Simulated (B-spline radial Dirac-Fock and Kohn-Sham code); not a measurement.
# Two-hole binding energies of Pr⁴⁺

System: praseodymium as Pr⁴⁺ in the configuration [Xe] 4f1.

Calculated with a B-spline atomic structure program, using relaxed Dirac-Fock hole states (ΔSCF) with Breit and QED corrections and a finite nucleus. U is the two-hole binding energy less the two single-hole energies, the effective repulsion of the holes after relaxation. Each two-hole energy is an average over J within one jj subconfiguration.

```
          holes  E(a) (eV)  E(b) (eV)  E(ab) (eV)  U (eV)
           1s⁻²    42045.8    42045.8     85097.9  1006.3
   1s⁻¹ 2p3/2⁻¹    42045.8     6023.8     48330.6   261.0
   1s⁻¹ 3p1/2⁻¹    42045.8     1401.5     43538.7    91.5
   1s⁻¹ 3d3/2⁻¹    42045.8     1012.5     43138.2    79.9
   1s⁻¹ 3d5/2⁻¹    42045.8      992.4     43116.3    78.0
           2s⁻²     6900.1     6900.1           ?       ?
2p1/2⁻¹ 2p3/2⁻¹     6500.0     6023.8     12710.5   186.7
        2p3/2⁻²     6023.8     6023.8     12231.9   184.3
2p1/2⁻¹ 3d5/2⁻¹     6500.0      992.4      7572.3    79.9
2p3/2⁻¹ 3p1/2⁻¹     6023.8     1401.5      7502.7    77.5
3p1/2⁻¹ 3p3/2⁻¹     1401.5     1305.3      2761.9    55.2
        3d5/2⁻²      992.4      992.4      2047.1    62.2
        4d3/2⁻²      175.6      175.6       375.9    24.8
        5p3/2⁻²      65.82      65.82       145.2    13.6
```

**Question.** Give the missing two-hole energy and U.

**Answer.** E(ab) = 13968.6 eV and U = 168.5 eV.
